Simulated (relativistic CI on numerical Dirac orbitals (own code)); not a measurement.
# Radial parameters of Kr³⁴⁺

Computed by Dirac-Coulomb-Breit CI, KLI orbitals optimised for each configuration, model QED (radiative potential, 1s self-energy scaled to tabulated hydrogen-like ionisation energies), unscaled Slater integrals (own radial code, finite nucleus).

Slater integrals F^k, G^k are unscaled and averaged over j, outside the closed core (none); ζ comes from projecting the Hamiltonian with its Breit term on Σ l·s of the shell.

- 1s 2s: G^0(1s,2s) = 178930 cm⁻¹; <r>(1s) = 0.04079, <r^2>(1s) = 0.002233, <r>(2s) = 0.1654, <r^2>(2s) = 0.03203 (bohr units).
- 1s 2p: G^1(1s,2p) = 381810, ζ(2p) = 386490 cm⁻¹; <r>(1s) = 0.04079, <r^2>(1s) = 0.002234, <r>(2p) = 0.1401, <r^2>(2p) = 0.02365 (bohr units).
- 1s 3s: G^0(1s,3s) = 46945 cm⁻¹; <r>(1s) = 0.04074, <r^2>(1s) = 0.002228, <r>(3s) = 0.3757, <r^2>(3s) = 0.1606 (bohr units).

Averages of the first 10 configurations, taken without configuration mixing, which lowers the lowest level and can move excited configurations by several eV; other configurations of the list can lie among them:

| Configuration | Parity | States | Average energy above the lowest level (eV) |
| --- | --- | --- | --- |
| 1s2 | even | 1 | 0.0 |
| 1s 2s | even | 4 | 12989.5 |
| 1s 2p | odd | 12 | 13073.5 |
| 1s 3s | even | 4 | 15397.3 |
| 1s 3p | odd | 12 | 15421.5 |
| 1s 3d | even | 20 | 15436.5 |
| 1s 4s | even | 4 | 16232.8 |
| 1s 4p | odd | 12 | 16242.9 |
| 1s 4d | even | 20 | 16249.2 |
| 1s 4f | odd | 28 | 16251.2 |
